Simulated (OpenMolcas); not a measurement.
# W+: from CASSCF to CASPT2

```yaml
Program: OpenMolcas 26.06
Basis: ANO-RCC-VTZP [8s7p5d3f2g1h]
Scalar_Hamiltonian: DKH2, point nucleus
Active_space: 5 electrons in 6 orbitals (5d 6s)
State_averaging: 2S+1 = 6 even, 6 roots; 2S+1 = 4 even, 81 roots; 2S+1 = 2 even, 130 roots (113 in the spin-orbit step)
Spin-orbit_coupling: RASSI with atomic mean-field integrals over the reference wave functions, term energies averaged over their components
```

Methods on the same reference wave functions:
A. CASSCF
B. SS-CASPT2, IPEA 0.25 Eh, imaginary shift 0.1 Eh (closed shells correlated: 5s 5p)
C. MS-CASPT2, IPEA 0.25 Eh, imaginary shift 0.1 Eh (closed shells correlated: 5s 5p)

Energies in cm-1 above 5d4 6s 6D 1/2, the measured ground level; measured values from NIST Handbook of Basic Atomic Spectroscopic Data.

```json
{"Level": "5d4 6s 6D 1/2", "A": "0.0", "B": "0.0", "C": "0.0", "Measured": "0.0"}
{"Level": "5d4 6s 6D 3/2", "A": "1282", "B": "1549", "C": "1549", "Measured": "1519"}
{"Level": "5d4 6s 6D 5/2", "A": "2851", "B": "3250", "C": "3250", "Measured": "3172"}
{"Level": "5d4 6s 6D 7/2", "A": "4453", "B": "4770", "C": "4770", "Measured": "4716"}
{"Level": "5d4 6s 6D 9/2", "A": "6068", "B": "6110", "C": "6110", "Measured": "6147"}
{"Level": "5d5 6S 5/2", "A": "8321", "B": "7830", "C": "7830", "Measured": "7420"}
{"Level": "5d4 6s 4P 1/2(1) [64 %]", "A": "12445", "B": "9650", "C": "9650", "Measured": ""}
{"Level": "5d4 6s 4P 3/2(1) [57 %]", "A": "14176", "B": "11000", "C": "11000", "Measured": ""}
{"Level": "5d4 6s 4F 3/2(1) [72 %]", "A": "16779", "B": "12440", "C": "12440", "Measured": ""}
{"Level": "5d4 6s 4D 1/2(1) [68 %]", "A": "18212", "B": "14230", "C": "14230", "Measured": ""}
{"Level": "5d4 6s 4D 3/2(1) [71 %]", "A": "19876", "B": "16090", "C": "16090", "Measured": ""}
{"Level": "5d4 6s 4H 11/2 [54 %]", "A": "21168", "B": "19150", "C": "19150", "Measured": ""}
{"Level": "5d4 6s 4H 13/2", "A": "23316", "B": "21260", "C": "21260", "Measured": ""}
{"Level": "5d4 6s 4G 9/2 [53 %]", "A": "23525", "B": "20990", "C": "20990", "Measured": ""}
{"Level": "5d4 6s 4G 11/2 [51 %]", "A": "24613", "B": "22440", "C": "22440", "Measured": ""}
{"Level": "5d4 6s 2F 5/2(1) [62 %]", "A": "25227", "B": "21430", "C": "21430", "Measured": ""}
{"Level": "5d4 6s 4D 3/2(2) [58 %]", "A": "28762", "B": "24380", "C": "24380", "Measured": ""}
{"Level": "5d4 6s 4F 5/2(2) [54 %]", "A": "29419", "B": "22660", "C": "22660", "Measured": ""}
{"Level": "5d4 6s 4D 5/2(2) [59 %]", "A": "29979", "B": "25880", "C": "25880", "Measured": ""}
{"Level": "5d4 6s 2H 11/2(1) [61 %]", "A": "30513", "B": "25920", "C": "25920", "Measured": ""}
{"Level": "5d5 4G 5/2 [58 %]", "A": "32351", "B": "28380", "C": "28380", "Measured": ""}
{"Level": "5d4 6s 2I 11/2 [65 %]", "A": "33157", "B": "29460", "C": "29460", "Measured": ""}
{"Level": "5d4 6s 2I 13/2", "A": "34050", "B": "30800", "C": "30800", "Measured": ""}
```

Deviations, from unrounded energies. A percentage is the sum of absolute deviations over the sum of measured energies, with the sign that they share, or ± where signs differ.

| Against measurement | Levels | A | B | C |
| --- | --- | --- | --- | --- |
| mean absolute deviation (cm-1) | 5 | 360 | 120 | 120 |
| fine structure of the ground term (%) | 4 | -5.8 | ±1.3 | ±1.3 |
| other configurations (%) | 1 | +12.1 | +5.6 | +5.6 |

B, C lie about equally close to measurement and A furthest from it. The largest miss of C in the table is 5d5 6S 5/2, by +410 cm-1. The ranking rests on the paired levels alone, and a cruder setting can come out closer through cancelling errors.

Between B and C no level of the table moves by more than 5 cm-1.

The two smallest mean deviations differ by little beside CASPT2's spread within terms, so their order carries little weight.

From A to B the spin-free energies of the other terms of 5d4 6s shown, above 6D, scale by factors of 0.67 to 0.86.

The lowest spin-free term lies below A's lowest term by 0.306 hartree in B, 0.306 hartree in C.

Term energies are means over components that CASPT2 splits; among the terms shown or strongly mixed into the levels shown the widest spread is 580 cm-1 (5d4 6s 2H(1), C). Some high roots are left out of the spin-orbit mixing, which shifts the levels that they would mix with. Configurations are named by rounded mean occupations; where the s occupation lies near a half they are strongly mixed, a name can repeat and a true partner stay unpaired. A single d shell beside an s shell can misplace configurations of different d count against each other. Without dynamic correlation excited terms often stand tens of per cent too high (terms of higher spin than the ground term too low), and those without a measured partner can miss by more than the paired ones (holds for A). Blocks of more than 70 roots (2S+1 = 4 even, 2 even) ran without multistate coupling (holds for C). Measured partners are found by configuration, term and J. A level has none where our copy of the source lacks it or the pairing is in doubt (some pairs that miss far off the trend of their configuration count as doubtful), and it then counts in no deviation. Levels of configurations outside the active space are missing. The table leaves out levels that lie high or whose names do not pair safely across all columns.

A share in square brackets marks a mixed level and gives the weight of the term that names it, the lowest over the columns. A number in round brackets counts repeated terms of one configuration in the order of the reference energies.
